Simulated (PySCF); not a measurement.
H5Si2, SMILES [SiH3][SiH2] (connectivity only; charge and spin as stated), charge +1, multiplicity 1. Atoms are numbered in the order given.

```xyz
7

Si     1.1901    -0.0164     0.0000
Si    -1.1574    -0.0024     0.0000
H      2.0130     0.0376    -1.2279
H      2.0130     0.0376     1.2279
H     -1.3239     1.4771     0.0000
H     -1.5803    -0.6450    -1.2590
H     -1.5803    -0.6450     1.2590
```
Charge +1, spin multiplicity 1.

Geometry optimised at r2SCAN-D4/def2-TZVP. The spin state was assumed, not searched. The isomer is the one that the SMILES or the coordinates give; other isomers of the formula were not compared.

All values below come from SMD-M06-2X/def2-SVP (PySCF).

Solvation free energies are E(SMD) − E(gas) at the gas-phase geometry, for 1 M in both phases.

Question: Rank water, cyclohexanone, acetonitrile by solvation free energy, most negative first.

Answer: acetonitrile (-58.8 kcal/mol), water (-57.1 kcal/mol), cyclohexanone (-56.3 kcal/mol)
